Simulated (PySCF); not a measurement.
Cu²⁺: ionisation energy

Cu²⁺ [Ar] 3d9 (2D) → Cu³⁺ [Ar] 3d8 (3F), as a difference of total energies. Calculation: PySCF 2.14, in x2c-TZVPPall (6s5p4d2f1g, 64 functions); the spin-free X2C one-electron Hamiltonian (Gaussian nucleus). Correlated levels: valence: [Ar] frozen; valence and next inner shell: [Ne] frozen. The calculations carry no spin-orbit coupling.

| method | ionisation energy (eV) | plus first-order spin-orbit estimate | error of that sum (eV) |
| --- | --- | --- | --- |
| UHF | 34.004 | 33.938 | -2.903 |
| LDA | 38.033 | 37.966 | +1.125 |
| PBE | 37.336 | 37.270 | +0.429 |
| PBE0 | 36.817 | 36.751 | -0.090 |
| r2SCAN | 36.468 | 36.402 | -0.439 |
| wB97X | 36.784 | 36.718 | -0.123 |
| M06 | 37.312 | 37.246 | +0.405 |
| BHandHLYP | 36.313 | 36.247 | -0.594 |
| M06-L | 36.246 | 36.180 | -0.661 |
| MP2 (valence) | 36.654 | 36.588 | -0.253 |
| SCS-MP2 (valence) | 36.412 | 36.345 | -0.496 |
| MP2 (valence and next inner shell) | 37.238 | 37.172 | +0.331 |
| SCS-MP2 (valence and next inner shell) | 36.842 | 36.776 | -0.065 |

Reference: 36.841 ± 0.012 eV (measured; NIST Atomic Spectra Database, ionization energies).

A first-order spin-orbit estimate (lowest level to lowest level, LS coupling) adds -0.066 eV.

Errors of the correlated levels include the incompleteness of this basis and the frozen core.
